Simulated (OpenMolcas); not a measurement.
What dynamic correlation does to the levels of In I

| Property | Result |
| --- | --- |
| Program | OpenMolcas |
| Basis | ANO-RCC [10s9p8d5f3g] |
| Scalar Hamiltonian | DKH2, point nucleus |
| Active space | 1 electron in 9 orbitals (RAS2 5p; RAS3 5d 6s, at most 1 electron) |
| State averaging | 2S+1 = 2 odd, 3 roots; 2S+1 = 2 even, 6 roots |
| Spin-orbit coupling | RASSI with atomic mean-field integrals over the reference wave functions, term energies averaged over their components |

Methods on the same reference wave functions:
A. RASSCF
B. SS-RASPT2, IPEA 0.25 Eh, imaginary shift 0.1 Eh (closed shells correlated: 4d 5s)

Energies in cm⁻¹ above 5s² 5p ²P°_1/2, the measured ground level; measured values from NIST Handbook of Basic Atomic Spectroscopic Data.

| Level | A | B | Measured |
| --- | --- | --- | --- |
| 5s² 5p ²P°_1/2 | 0.0 | 0.0 | 0.0 |
| 5s² 5p ²P°_3/2 | 1892 | 1892 | 2213 |
| 5s² 6s ²S_1/2 | 28702 | 28550 | 24373 |
| 5s² 5d ²D_3/2 | 36315 | 36820 | 32892 |
| 5s² 5d ²D_5/2 | 36354 | 36860 | 32916 |

Deviations, from unrounded energies. A percentage is the sum of absolute deviations over the sum of measured energies, with the sign that they share, or ± where signs differ.

| Against measurement | Levels | A | B |
| --- | --- | --- | --- |
| mean absolute deviation (cm-1) | 4 | 2900 | 3100 |
| fine structure of the ground term (%) | 1 | -14.5 | -14.5 |
| other configurations (%) | 3 | +12.4 | +13.4 |

A lies closest to measurement on these levels. The largest miss of A in the table is 5s² 6s ²S_1/2, by +4300 cm-1. The ranking rests on the paired levels alone, and a cruder setting can come out closer through cancelling errors.

The lowest spin-free term lies below A's lowest term by 0.493 hartree in B.

CASPT2 does not keep the components of a term degenerate, so their means are used; among the terms shown or strongly mixed into the levels shown the widest spread is 170 cm-1 (5s² 5d ²D, B). ANO sets are built for valence states and can reach diffuse excited orbitals poorly, and with the s shell closed the s pⁿ⁺¹ terms that mix with these levels are absent. With one active electron the reference holds no correlation, so core polarisation is missing (holds for A). With one active electron, CASPT2 adds the correlation within the correlated inactive shells and between them and that electron, and leaves the splitting within a term as the reference gives it (holds for B). Measured partners are found by configuration, term and J. A level has none where our copy of the source lacks it or the pairing is in doubt (some pairs that miss far off the trend of their configuration count as doubtful), and it then counts in no deviation. Only configurations of the active space appear.

° marks odd parity.
